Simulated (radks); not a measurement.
Q: Species: the technetium ion Tc+. Configuration: [Kr] 4d6 (not the ground configuration). Calculated with a radial shooting solver on a logarithmic mesh with Libxc functionals: Dirac Kohn-Sham, PBE, spin-unpolarised, spherical densities, finite nucleus; open shells are shared between the two j in proportion to 2j + 1; Fermi nuclear charge, rms radius 4.4112 fm. Some entries of the table are withheld. Estimate them.

orbital  occ.  eigenvalue (eV)  <r> (bohr)
1s1/2       2        -20861.50     0.03428
2s1/2       2        -2978.815         (1)
2p1/2       2        -2747.144      0.1271
2p3/2       4        -2628.885      0.1318
3s1/2       2        -522.0110      0.4152
3p1/2       2        -432.9638      0.4090
3p3/2       4        -413.1913      0.4196
3d3/2       4        -255.6697      0.3970
3d5/2       6        -251.8696      0.4005
4s1/2       2         -77.3846       1.062
4p1/2       2              (2)       1.160
4p3/2       4              (3)       1.191
4d3/2     2.4              (4)       1.743
4d5/2     3.6              (5)       1.765
5s1/2       0         -10.1804       3.157
5p1/2       0          -6.1586       3.992
5p3/2       0          -5.9662       4.090

A: 
(1) 2s1/2 <r> (bohr): 0.1493
(2) 4p1/2 eigenvalue (eV): -51.5407
(3) 4p3/2 eigenvalue (eV): -48.6409
(4) 4d3/2 eigenvalue (eV): -11.6517
(5) 4d5/2 eigenvalue (eV): -11.3817
